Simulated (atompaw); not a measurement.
## Ti (Z = 22): one change to a PAW (atompaw) potential, before and after

Ti, PAW, made with atompaw 4.2.0.5 (PBE, scalar-relativistic). Core [Ar], reference 3d2 4s1 4p0 (charge +1). Waves: 4s (bound): rc 3.00 bohr; 4s channel at 0.75 Ry: rc 3.00 bohr; 4p (bound, empty): rc 3.00 bohr; 4p channel at 1.6 Ry: rc 3.00 bohr; 3d (bound): rc 2.35 bohr; 3d channel at 0.95 Ry: rc 3.00 bohr. Local part: troulliermartins scheme with l = 3 at -0.5 Ry, radius 2.95 bohr. Core correction: smooth core density matched at 2.30 bohr. Augmentation charge: besselshape compensation charge, radius 2.90 bohr; PAW radius 3.00 bohr; waves and projectors: custom polynom gramschmidtortho.

All-electron outer shells of the reference configuration (PBE, scalar-relativistic, ld1.x):

| shell | level (eV) | outermost node (bohr) | outermost maximum (bohr) |
| --- | --- | --- | --- |
| 3p | -46.15 | 0.37 | 0.90 |
| 3d | -11.37 | – | 0.98 |
| 4s | -10.35 | 1.24 | 2.74 |
| 4p | -6.61 | 1.37 | 3.35 |

Change: wave 3d (bound): rc 2.35 bohr becomes 3d (bound): rc 3.00 bohr.

Cutoffs: the cutoffs (Ry, on a coarse ladder) from which the occupation-weighted sum of valence levels, in a spherical-Bessel basis at the reference potential, stays within 10 and 1 mRy of its value at 400 Ry; they do not see the model core or the augmentation charge, which bear on the density cutoff.

Task: What does the change do?

Result: The potential gets softer (15 Ry and 30 Ry → 10 Ry and 15 Ry); both files keep a bound ghost (s).

| quantity | base | changed |
| --- | --- | --- |
| cutoff, loose | 15 Ry | 10 Ry |
| cutoff, tight | 30 Ry | 15 Ry |
| loose cutoff by channel (10 mRy a level) | s 6 Ry, d 15 Ry | s 6 Ry, d 8 Ry |
| bound ghosts | s | s |
| s: phases at 3.02 bohr within 0.05 rad from the reference energy up to (Ry; the scan ends near 5) | to the end of the scan | to the end of the scan |
| p: phases at 3.02 bohr within 0.05 rad from the reference energy up to (Ry; the scan ends near 5) | 0.8 | 0.8 |
| d: phases at 3.02 bohr within 0.05 rad from the reference energy up to (Ry; the scan ends near 5) | 3.4 | 3.2 |
| lowest overlap eigenvalue by channel | s 0.00, p 0.32, d 0.76 | s 0.00, p 0.32, d 0.93 |

 A true bound ghost makes a file unfit for plane-wave use even where its test errors are small: the radial tests pick states by their node count and pass the ghost by. The cutoffs see the waves, projectors and local potential, not the compensation charge or the core.
